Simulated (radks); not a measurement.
Results of a calculation; reference values are marked as such.
Task: Valence configurations of the chlorine ion Cl2+ (all share [Ne]). Level of theory: scalar-relativistic Kohn-Sham, BLYP, spin-unpolarised, spherical densities, finite nucleus; Fermi nuclear charge, rms radius 3.3654 fm (a radial shooting solver on a logarithmic mesh with Libxc functionals). Order these by energy: 3s2 3p3; 3s1.5 3p3.5; 3p5; 3s1 3p4; 3s0.5 3p4.5.

Result: From the lowest, in eV above it: 3s2 3p3 0.000; 3s1.5 3p3.5 6.610; 3s1 3p4 13.236; 3s0.5 3p4.5 19.877; 3p5 26.534. NIST lists [Ne] 3s2 3p3 as the ground configuration; this level of theory agrees among the configurations tried. The energies are those of spherical spin-averaged densities, not of single terms.
